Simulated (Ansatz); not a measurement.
Consider the silylene formation by 1,1-elimination: `O[Si](O)(F)[SiH3]` → `O[Si]O` + `F[SiH3]`.

Program: Ansatz. Geometries: PBE0-D4/def2-TZVP. ΔE: electronic, gas phase. CCSD(T)/CBS adds triple-zeta CCSD(T) − MP2 to the extrapolated MP2 energy (def2 sets, frozen cores). This one scheme is used for every species. DFT in def2-TZVPP. Each species was taken in one conformer, which may not be the lowest.

**Question.** Is it downhill or uphill in electronic energy at CCSD(T)/CBS, and by how much? (Estimate.)

**Answer.** Ansatz gave: Uphill: ΔE = +37.5 kcal/mol.

**Question.** What do these levels give: ωB97X-V, BLYP, r2SCAN, r2SCANh, r2SCAN0, HF/CBS(def2)? (An estimate is asked.)

**Answer.** The calculation gave: ωB97X-V 39.7, BLYP 28.2, r2SCAN 41.3, r2SCANh 41.8, r2SCAN0 42.5, HF/CBS(def2) 34.5 kcal/mol.

Largest T1 diagnostic among the species: 0.015.

Leaving LDA and LC-ωPBE aside and taking each functional with its dispersion term where it has one, the values, not all of them listed here, spread over 10.3 kcal/mol, from BLYP-D4 to r2SCAN0-D4. LDA lies +7.9 kcal/mol from PBE without D4. In def2-TZVPP, CCSD(T) changes the Hartree–Fock value by +1.7 kcal/mol (the triples alone add +0.2 kcal/mol) and MP2 by +2.8 kcal/mol.
